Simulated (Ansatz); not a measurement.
The molecule PtCl, multiplicity 2 (lowest of 2S+1 = 2, 4 at PBE0/def2-TZVPP; our sources give no spin for the ground state, which may be another). No spin–orbit coupling.

Constants: fifth-degree fit in 1/R to seven points, most abundant isotopes. Runs in def2 and cc sets follow the lowest solution found near the PBE0 minimum.

Correlated levels freeze the inner cores; with def2 sets outer-core shells near the valence are correlated too.

Run with Ansatz (Gaussian basis) for Hartree–Fock, density functionals and correlated methods.  In def2 rows elements past Kr take small-core potentials, without spin–orbit coupling.

| level | r_e (Å) | ω_e (cm⁻¹) | ω_e x_e (cm⁻¹) | dipole (D) |
|---|---|---|---|---|
| SVWN5/def2-TZVPP | 2.101 | 426 | 0.73 | 1.75 |
| PBE/def2-TZVPP | 2.147 | 386 | 0.74 | 2.07 |
| r2SCAN/def2-TZVPP | 2.139 | 404 | 1.6 | 2.41 |
| B97M-V/def2-TZVPP | 2.177 | 377 | 1.4 | 2.86 |
| BHLYP/def2-TZVPP | 2.230 | ___ | 1.2 | 4.17 |
| wB97X-V/def2-TZVPP | 2.209 | 392 | 1.2 | 4.01 |
| wB97M-V/def2-TZVPP | 2.215 | 387 | 1.2 | 3.92 |
| B2PLYP/def2-TZVPP | ___ | ___ | 1.3 | - |

Question: Fill in the missing entries.

Answer: 
- B2PLYP/def2-TZVPP, r_e (Å): 2.206
- B2PLYP/def2-TZVPP, ω_e (cm⁻¹): 391
- BHLYP/def2-TZVPP, ω_e (cm⁻¹): 376

Ansatz is a quantum-chemistry and plane-wave program.
